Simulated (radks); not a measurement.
The numbers below are computed, except where a source is named.
Problem. All-electron atom: Sn4+ in [Kr] 4d9 5s1 (not the ground configuration). Level of theory: Dirac Kohn-Sham, exchange-only B88, spin-unpolarised, spherical densities, point nucleus; open shells are shared between the two j in proportion to 2j + 1 (a radial shooting solver on a logarithmic mesh with Libxc functionals).

Spin-orbit splittings of the eigenvalues, e(l+1/2) - e(l-1/2), with zeta = 2 splitting/(2l+1) and mean radii in bohr:

shell  occ.  splitting (eV)  zeta (eV)  <r> j=l-1/2  <r> j=l+1/2
2p        6               ?          ?       0.1058       0.1112
3p        6           42.15      28.10       0.3299       0.3411
3d       10           8.704      3.482       0.3124       0.3160
4p        6           7.745      5.163       0.8577       0.8861
4d        9           1.128     0.4513        1.042        1.054

Estimate the 2p splitting.

Solution. 230.8 eV (zeta = 153.8 eV).
